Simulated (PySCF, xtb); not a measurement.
ReOCl3, SMILES [O]=[Re]([Cl])([Cl])[Cl] (connectivity only; charge and spin as stated), neutral, multiplicity 3.

Harmonic wavenumbers (cm⁻¹) from GFN2-xTB in xtb at its own minimum, in rising order: 67, 67, 128, 175, 175, 316, 316, 352, 890.

**Question.** What does r2SCAN-D4/def2-SVP in PySCF give at its own minimum? (Estimate from the structure and the level; the computed values follow.)

**Answer.** 54, 54, 120, 208, 208, 396, 400, 400, 1014. Paired by order, the mean absolute difference is 48 cm⁻¹ and the zero-point energies are 3.6 and 4.1 kcal/mol.
